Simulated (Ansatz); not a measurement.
`C[AsH][SiH3]` + `C#CN` → `C#CN[AsH][SiH3]` + CH₄ at 700 K and 1 bar (ligand exchange at the As–C bond).

Calculated with Ansatz (gas phase, PBE0-D4/def2-TZVP geometries, no zero-point term in ΔE). CCSD(T)/CBS is the MP2 limit (def2-TZVPP, def2-QZVPP) plus CCSD(T) − MP2 in def2-TZVPP, frozen cores. This one scheme is used for every species. For As outer-core shells are correlated without core-valence functions, which leaves a few kJ/mol of doubt a bond. Scalar relativity is left out up to krypton. One conformer a species, not always the lowest.

```
          species  CCSD(T)/CBS energy (Eh)  H − E (kJ/mol)  S (J/(mol·K))
   `C[AsH][SiH3]`              -2566.34647           255.4          440.3
           `C#CN`               -132.52893           160.3          317.0
`C#CN[AsH][SiH3]`              -2658.41225           267.5          517.2
              CH₄                -40.46206           145.9          224.0
```

H − E and S are ideal-gas, rigid-rotor, harmonic terms from PBE0-D4/def2-TZVP, for one conformer and one mirror image of each species. 1 Eh = 2625.50 kJ/mol, R = 8.31446 J/(mol·K).

Q: By hand: ΔE, ΔH, ΔS and ΔG.

A: ΔE = (-2658.41225) + (-40.46206) − (-2566.34647) − (-132.52893) = 0.00109 Eh = 2.9 kJ/mol. Δ(H − E) = 267.5 + 145.9 − 255.4 − 160.3 = -2.3, so ΔH = 0.6 kJ/mol. ΔS = 517.2 + 224.0 − 440.3 − 317.0 = -16.1 J/(mol·K). ΔG = 0.6 − 700 × (-16.1)/1000 = 11.9 kJ/mol.

Q: By hand: the equilibrium constant, and the temperature at which ΔG would vanish if ΔH and ΔS stayed fixed.

A: log₁₀ K = −ΔG/(RT ln 10) = -0.9. ΔH and −TΔS have one sign here, so there is no such temperature.

TΔS isn't small against ΔH here. A doubt of 5 kJ/mol in ΔE shifts log₁₀ K by 0.4 here. Other conformers and mirror images would add mixing entropy, several J/(mol·K) or more a flexible species. Modes under 60 cm⁻¹, often nearly free rotors, make the harmonic entropy too high. These are equilibria of isolated gas molecules and say nothing of rates. Largest T1 diagnostic: 0.013 (customary marks: 0.02 for closed shells, 0.045 for open ones).
